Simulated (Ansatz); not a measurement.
C2H7O (SMILES C[OH+]C), charge +1, singlet, geometry from GFN2-xTB. Base run: BLYP/6-31G run with Ansatz (an electronic-structure program).

Input for Ansatz:
Ansatz 0.2 input:
```yaml
crystal:
  periodic: [false, false, false]
  atoms:
    - {symbol: C, position_ang: [-0.00223143, 1.21625181, -0.23715729]}
    - {symbol: O, position_ang: [0.06253569, -0.00293426, 0.54553241]}
    - {symbol: C, position_ang: [0.01855330, -1.21299750, -0.25260614]}
    - {symbol: H, position_ang: [0.03713273, 2.06033938, 0.44988519]}
    - {symbol: H, position_ang: [0.87422661, 1.24376925, -0.88384307]}
    - {symbol: H, position_ang: [-0.90875310, 1.26332016, -0.84164350]}
    - {symbol: H, position_ang: [0.07242889, -2.06495723, 0.42365030]}
    - {symbol: H, position_ang: [-0.88709609, -1.26787824, -0.85774070]}
    - {symbol: H, position_ang: [0.89528349, -1.21728810, -0.89949420]}
    - {symbol: H, position_ang: [-0.68143921, -0.01335695, 1.18350721]}
basis:
  gaussian:
    orbitals: 6-31G
hamiltonian:
  xc: blyp
total_charge: 1
```

The base run was repeated with changes; each row names its change, and settings that it needs were set with it.

```json
[
 {"change": "base", "basis functions": "41", "E (Eh)": "-155.21692"},
 {"change": "basis = 3-21G", "basis functions": "41", "E (Eh)": "-154.41781"},
 {"change": "basis = def2-SV(P)", "basis functions": "56", "E (Eh)": "-155.12078"},
 {"change": "basis = 6-31G*", "basis functions": "59", "E (Eh)": "-155.25954"},
 {"change": "basis = 6-31+G*", "basis functions": "71", "E (Eh)": "-155.26293"},
 {"change": "basis = def2-SVP", "basis functions": "77", "E (Eh)": "-155.14360"},
 {"change": "basis = cc-pVDZ", "basis functions": "77", "E (Eh)": "-155.26303"},
 {"change": "basis = 6-311+G(2d,p)", "basis functions": "123", "E (Eh)": "-155.31669"},
 {"change": "basis = aug-cc-pVDZ", "basis functions": "132", "E (Eh)": "-155.27768"},
 {"change": "basis = aug-pcseg-1", "basis functions": "132", "E (Eh)": "-155.24213"},
 {"change": "basis = def2-TZVP", "basis functions": "135", "E (Eh)": "-155.32938"},
 {"change": "basis = pcseg-2", "basis functions": "188", "E (Eh)": "-155.33463"},
 {"change": "basis = def2-TZVPP", "basis functions": "191", "E (Eh)": "-155.33341"}
]
```

Totals compare only among sets that treat the same electrons; sets with core potentials leave the core out.
